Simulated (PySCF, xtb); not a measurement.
C₃H₇BO₃, SMILES OB1[C@@H](CCO1)O. Atoms are numbered in the order given.

```xyz
14

O      2.1454     0.0486     0.0336
B      0.8238    -0.2236    -0.0932
O      0.3049    -1.4846    -0.0224
C     -1.1261    -1.4226    -0.1695
C     -1.5277     0.0239     0.1516
C     -0.3214     0.8521    -0.3227
O     -0.2195     2.0792     0.3813
H      2.6794    -0.7415     0.1942
H     -1.5839    -2.1655     0.5007
H     -1.3851    -1.6977    -1.2074
H     -1.6168     0.1630     1.2418
H     -2.4892     0.3072    -0.3040
H     -0.4263     1.0373    -1.4173
H      0.7077     2.3490     0.3622
```

Geometry: B3LYP-D3(BJ)/def2-SVP. The structure was generated by enumeration; whether it is a known compound was not checked. The values are those of a single conformer.

Level of theory: C-PCM-ωB97X/def2-SVP in PySCF.

The values are the electrostatic part of the solvation free energy, E(continuum) − E(gas) at the gas-phase geometry, in a cavity of scaled van der Waals radii (PySCF's table); cavitation and dispersion terms are not included. In vacuum the orbital gap is 13.30 eV. The dipole moment in vacuum is 1.63 D.

```csv
solvent,ε,ΔG(elec) (kcal/mol),dipole (D),gap (eV)
water,78.36,-7.4,1.99,13.47
acetonitrile,35.69,-7.3,1.98,13.47
ethanol,24.85,-7.2,1.98,13.46
```

For comparison, GFN2-xTB/ALPB(water) (xtb, at the GFN2-xTB geometry, all terms of that model) gives -8.3 kcal/mol.
